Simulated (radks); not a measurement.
All-electron atom: the osmium ion Os3.5+ in [Ar] 3d10 4s1.5 4p6 4d10 4f14 5s2 5p6 5d5 (fractional occupations, a model configuration). All-electron calculation, Dirac Kohn-Sham, PBEsol, spin-unpolarised, spherical densities, finite nucleus; open shells fill j = l - 1/2 first; Fermi nuclear charge, rms radius 5.4126 fm. Program: a radial shooting solver on a logarithmic mesh with Libxc functionals.

Normalised radial functions P(r) = r R(r) (large component), r in bohr:

r           5p1/2
0.002367   0.0195
0.003157   0.0275
0.00421    0.0391
0.005571   0.0553
0.00743    0.0789
0.009831   0.1106
0.01311    0.1531
0.01749    0.2040
0.02314    0.2540
0.03086    0.2876
0.04084    0.2738
0.05446    0.1761
0.07264   -0.0215
0.09612   -0.2601
0.1282    -0.4087
0.171     -0.2804
0.2262     0.1292
0.3017     0.5459
0.3992     0.5182
0.5325    -0.0698
0.7102    -0.8009
0.9397    -1.1288
1.253     -0.9356
1.672     -0.5037
2.212     -0.1794
2.95      -0.0366
3.903     -0.0041
5.206     -0.0002

5p1/2: eigenvalue -99.217 eV, 3 radial nodes at r = 0.0708, 0.210, 0.518 bohr, <r> = 1.08 bohr, 90 % of the charge inside 1.56 bohr.
